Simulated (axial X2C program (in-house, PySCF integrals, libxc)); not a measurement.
## SeCO: properties at the nuclei

Computed with an in-house all-electron X2C program for linear molecules (integrals from PySCF): two-component X2C with atomic mean-field Coulomb and Gaunt terms, Gaussian nuclei, basis Se dyall-v3z, C dyall-v3z, O dyall-av3z with contracted cores.

Se–C–O held linear, with bonds 1.708 and 1.151 Å (near the PBE0 minimum at charge 0 of the determinant lowest at the starting distance; the state shown can have its own minimum elsewhere, held linear; other orders of the atoms were not compared).

Determinant lowest in the PBE0 search, Ω = 0 (closed shell), highest spinor 70% Se p, 12% O p, 10% C d:

```tsv
level	qzz Se (a.u.)	qzz C (a.u.)	qzz O (a.u.)	μ (D)
PBE0	5.28	-0.51	0.13	-0.83
HF	6.03	-0.78	0.10	-0.65
r2SCAN	5.23	-0.47	0.16	-0.82
```

qzz is the electric field gradient, eQq0 = 234.96 MHz × Q/barn × qzz; μ is positive if the O end (last atom) is positive. The operators were transformed with the bare-nucleus X2C matrices; with these basis sets, hyperfine constants and field gradients can be off by tens of per cent, and where levels differ in sign neither size nor sign is settled.

Task: With Q(17O) = -0.02558 barn (Q from Pyykkö, Mol. Phys. 2018), turn the PBE0 values of the first state into constants in MHz.

Result: eQq0(17O) = 234.96 × (-0.02558) × (0.13) = -0.781 MHz.

The molecule was held linear; bending was not examined, so a bent shape may lie lower.

Each state is one determinant with collinear spin. The search compared states at one distance, so a state with another bond length can lie lower.
